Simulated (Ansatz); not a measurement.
Start from `N[SiH]([SiH3])O[SiH3]` and change one atom or group to get `N[Si]([SiH3])(Cl)O[SiH3]`.

Ansatz, PBE0-D4/def2-TZVP geometries, multiplicity 1. Each molecule was computed in one conformer, which needn't be the lowest.

| property | `N[SiH]([SiH3])O[SiH3]` |
| --- | --- |
| HOMO–LUMO gap (ωB97M-V/def2-TZVPP) / eV | 11.30 |
| LUMO energy (ωB97M-V/def2-TZVPP) / eV | 1.49 |
| size of the dipole moment (PBE/def2-TZVPP) / D | 1.73 |
| LUMO energy (B3LYP/def2-TZVPP) / eV | -0.35 |
| LUMO energy (PBE/def2-TZVPP) / eV | -0.98 |
| HOMO–LUMO gap (PBE/def2-TZVPP) / eV | 5.41 |

Task: Give the same properties after the change, and the shifts. (An estimate is asked.)

Result: Computed: 
```json
{"property": "HOMO–LUMO gap (ωB97M-V/def2-TZVPP) / eV", "`N[Si]([SiH3])(Cl)O[SiH3]`": "11.37", "shift": "0.07"}
{"property": "LUMO energy (ωB97M-V/def2-TZVPP) / eV", "`N[Si]([SiH3])(Cl)O[SiH3]`": "1.59", "shift": "0.10"}
{"property": "size of the dipole moment (PBE/def2-TZVPP) / D", "`N[Si]([SiH3])(Cl)O[SiH3]`": "2.13", "shift": "0.40"}
{"property": "LUMO energy (B3LYP/def2-TZVPP) / eV", "`N[Si]([SiH3])(Cl)O[SiH3]`": "-0.25", "shift": "0.10"}
{"property": "LUMO energy (PBE/def2-TZVPP) / eV", "`N[Si]([SiH3])(Cl)O[SiH3]`": "-0.91", "shift": "0.07"}
{"property": "HOMO–LUMO gap (PBE/def2-TZVPP) / eV", "`N[Si]([SiH3])(Cl)O[SiH3]`": "5.43", "shift": "0.02"}
```

Dipoles are sizes alone; their direction can turn.

B3LYP here is the variant with VWN-RPA as its local correlation; programs differ in this.
